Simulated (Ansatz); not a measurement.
A structure drawn as `NCBF`, with this starting geometry:

Cartesian coordinates in Å:
```
N -1.085 -0.390 -0.450
C 0.213 -0.464 0.056
B 0.648 0.945 0.622
F 0.006 1.571 1.635
H -1.457 -1.372 -0.695
H -1.150 0.159 -1.363
H 0.924 -0.789 -0.776
H 0.279 -1.202 0.844
H 1.621 1.541 0.127
```

Total charge 0; spin multiplicity 1.

Question: Does it keep its bonds when Ansatz relaxes it at PBE-D4/def2-SVP and then PBE0-D4/def2-TZVP?

Answer: Yes, every drawn bond is still there and no new one forms.

Question: Give the relaxed structure. (Best estimate.)

Answer: The calculation gave: 
Z-matrix (Å, degrees):
```
C
B 1 1.555
N 1 1.448 2 115.4
H 1 1.099 2 107.4 3 -123.5
H 1 1.111 2 104.1 3 127.0
F 2 1.326 1 120.2 3 -11.5
H 2 1.200 1 122.7 3 171.2
H 3 1.010 1 112.1 2 162.4
H 3 1.011 1 111.5 2 41.0
```
All modes are real.

Atoms count as bonded under 1.1 times the sum of their covalent radii (H–H under 0.85 Å, pairs among N, O and F under 1.55 Å), and a drawn bond as lost past 1.3 times.
